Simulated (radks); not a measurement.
The numbers below are computed, except where a source is named.
Spherical quantum dot in the effective-mass picture: electrons in a well V = -V0 / (1 + exp((r - R)/a)) with V0 = 1.53, R = 11.2, a = 0.66, with a point charge +1 (a donor) at the centre, all in effective atomic units (hartree* = m*/eps^2 hartree, bohr* = eps/m* bohr), one dielectric constant everywhere. Level of theory: non-relativistic Kohn-Sham, PBE, spin-polarised, spherical densities (a radial shooting solver with Libxc functionals). Levels are named by radial order and angular momentum (1s, 1p, 1d, 2s, ...), and open shells are averaged over m. Results are scaled to m* = 0.081 and eps = 12.9, for which hartree* = 13.25 meV and bohr* = 8.428 nm.

N = 4, configuration 1s2 1p(up 2, down 0). This is the lowest configuration that the search found (a dilute case). Occupied levels:

| level | occupation | eigenvalue (meV) | <r> (nm) |
|---|---|---|---|
| 1s down | 1 | -16.333 | 18.93 |
| 1s up | 1 | -16.056 | 33.82 |
| 1p up | 2 | -15.372 | 59.23 |

Energy (meV): total -80.8941, kinetic 8.4459, external -101.33, Hartree 20.123, exchange-correlation -8.1356.
